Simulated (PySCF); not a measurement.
# Electron correlation in N³⁺ (nitrogen, charge +3)

[He] 2s2, closed-shell 1S. Calculation: PySCF 2.14, in cc-pVDZ; no relativity, point nucleus. Frozen: 1s2; 2 electrons correlated.

Total MP2 correlation energy: -46.20 mhartree.

Same-spin part 0.00 and opposite-spin part -46.20 mhartree; SCS-MP2 scales them by 1/3 and 6/5 to -55.44 mhartree.

With two correlated electrons CCSD is exact within the correlated space (frozen core and kept virtual orbitals).

```tsv
level	correlation energy (mhartree)
CCSD	-84.82
```

Diagnostics: T1 = 0.0067, D1 = 0.0095, largest double amplitude 0.156.

A double-excitation amplitude exceeds 0.15, a sign of near-degeneracy.

Cost of the coupled-cluster step: 0.02 s of wall time on 1 thread of Intel(R) Xeon(R) 6975P-C (shared host), for 2 correlated electrons.

Iterations:

```
CC2 = 0
CCSD nocc = 1, nmo = 13
frozen orbitals [0]
max_cycle = 100
direct = 0
conv_tol = 1e-08
conv_tol_normt = 1e-06
diis_space = 8
diis_start_cycle = 0
Init t2, MP2 energy = -51.1134889555119  E_corr(MP2) -0.0461959192698228
Init E_corr(CCSD) = -0.0461959192698228
cycle = 1  E_corr(CCSD) = -0.066175785826741  dE = -0.0199798666  norm(t1,t2) = 0.0679476
cycle = 2  E_corr(CCSD) = -0.0756954594588019  dE = -0.00951967363  norm(t1,t2) = 0.0340977
cycle = 3  E_corr(CCSD) = -0.084958554962731  dE = -0.0092630955  norm(t1,t2) = 0.0169788
cycle = 4  E_corr(CCSD) = -0.0847882432427872  dE = 0.00017031172  norm(t1,t2) = 0.00024696
cycle = 5  E_corr(CCSD) = -0.0848360167573053  dE = -4.77735145e-05  norm(t1,t2) = 6.1828e-05
cycle = 6  E_corr(CCSD) = -0.0848203766457196  dE = 1.56401116e-05  norm(t1,t2) = 3.05786e-05
cycle = 7  E_corr(CCSD) = -0.0848193934524789  dE = 9.83193241e-07  norm(t1,t2) = 1.85695e-06
cycle = 8  E_corr(CCSD) = -0.0848193862738707  dE = 7.17860821e-09  norm(t1,t2) = 2.85182e-08
CCSD converged
E(CCSD) = -51.15211242251594  E_corr = -0.08481938627387066
```
